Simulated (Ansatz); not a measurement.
Species: H₃Sb, SMILES `[SbH3]` with one electron removed (charge 1, multiplicity 2).

### Question
Give a relaxed geometry from PBE0-D3(BJ)/def2-TZVP (Ansatz, a program for electronic structure).

### Answer
the end point of this relaxation (outside a Z-matrix the atoms follow the SMILES, hydrogens last).
Bond lengths (Å): Sb1–H2 1.676, Sb1–H3 1.676, Sb1–H4 1.676. Angles (°): H2–Sb1–H3 110.3, H2–Sb1–H4 110.3, H3–Sb1–H4 110.3.
